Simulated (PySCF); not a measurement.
NbOF₂, SMILES [O]=[Nb]([F])[F] (connectivity only; charge and spin as stated), neutral, multiplicity 2. Atoms are numbered in the order given.

```xyz
4

Nb     0.0000     0.0000    -0.0072
O      0.0000     0.0000    -1.7066
F      0.0000    -1.7109     0.7748
F      0.0000     1.7109     0.7748
```
Charge 0, spin multiplicity 2.

Geometry optimised at r2SCAN-D4/def2-TZVP. A frequency run showed that this geometry is not a minimum. The multiplicity is an assumed one; other spin states were not compared. The def2 effective core potentials stand for the cores of Nb; spin–orbit coupling is left out.

Calculation: B3LYP/def2-TZVPD (PySCF).

Mulliken values depend strongly on the basis, most of all with diffuse functions as here. ESP charges are fitted to the potential on shells at 1.4 to 2.0 van der Waals radii. Atomic charges (e):

| atom | ESP fit | Mulliken | Mulliken spin |
|---|---|---|---|
| Nb1 | ___ | 1.92 | 1.03 |
| O2 | ___ | -0.72 | -0.02 |
| F3 | ___ | -0.60 | 0.00 |
| F4 | ___ | -0.60 | 0.00 |

Question: Some entries are withheld; supply them. (The exact figures need the calculation; the answer reports its results.)

Answer: 
- Nb1, ESP fit: 1.17
- O2, ESP fit: -0.49
- F3, ESP fit: -0.34
- F4, ESP fit: -0.34
